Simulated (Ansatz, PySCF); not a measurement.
Bond stretch in NaN, lowest singlet found (which spin is the ground state isn't settled by this scan).

Computed with: UMP2/3-21G = unrestricted MP2 (frozen core)/3-21G (PySCF); UKS-BLYP = unrestricted BLYP/aug-cc-pVDZ (Ansatz, a first-principles code); UKS-B3LYP/6-31G* = PySCF with unrestricted B3LYP/6-31G*, spherical d.

Total energies in hartree (comparable only within one method and basis):

```csv
R / Å,UMP2/3-21G,UKS-BLYP,UKS-B3LYP/6-31G*
2.16,-214.92808,-216.88948,-216.88069
2.26,-214.92810,-216.89026,-216.88086
2.31,-214.92807,-216.88994,-216.88022
2.40,-214.92783,-216.88851,-216.87819
2.48,-214.92746,-216.88659,-216.87569
2.58,-214.92687,-216.88362,-216.87194
2.68,-214.92620,-216.88025,-216.86787
2.82,-214.92521,-216.87522,-216.86229
3.00,-214.92396,-216.86863,-216.85570
3.18,-214.92280,-216.86232,-216.84996
3.43,-214.92143,-216.85490,-216.84340
3.82,-214.91994,-216.84619,-216.83596
4.22,-214.91909,-216.84011,-216.83098
4.63,-214.91863,-216.83594,-216.82777
5.24,-214.91822,-216.83215,-216.82501
5.88,-214.91789,-216.82993,-216.82353
6.86,-214.91751,-216.82819,-216.82252
```

The scan ran from 1.70 to 8.08 Å; beyond the distances shown full CI changes its symmetry label. The unrestricted determinant behind UMP2/3-21G, UKS-B3LYP/6-31G* is spin-contaminated at 2.16 to 6.86 Å (<S²> up to 2.0, against 0.00 for a pure singlet). The unrestricted determinant behind UKS-BLYP is spin-contaminated at 2.16 to 6.86 Å (<S²> up to 1.8, against 0.00 for a pure singlet).
